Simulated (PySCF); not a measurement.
Method: PBE0-D4/def2-TZVP // PBE0-D4/def2-SVP in PySCF 2.14.0. Isolated molecules, 0 K electronic values unless said otherwise. One relaxed conformer stands for a flexible species; it need not be the lowest. 

Reference species (SMILES): `C[O][Sn]([SiH3])([SiH3])[O]C` (C–O–Sn–Si torsion 45°, Si–Sn–O–C torsion -179°) (neutral, multiplicity 1).

The S1 oscillator strength is 0.000 and the HOMO is -7.38 eV.

Changed species: `C[O][Sn]([O]C)([O]C)[O]C` (0 of 4 OCH3 replaced by SiH3; the reference has 2 of 4 OCH3 replaced by SiH3).

Problem. What does the change do to the S1 oscillator strength and HOMO?

Solution. the S1 oscillator strength hardly moves; the HOMO drops by 0.57 eV, to -7.95 eV.
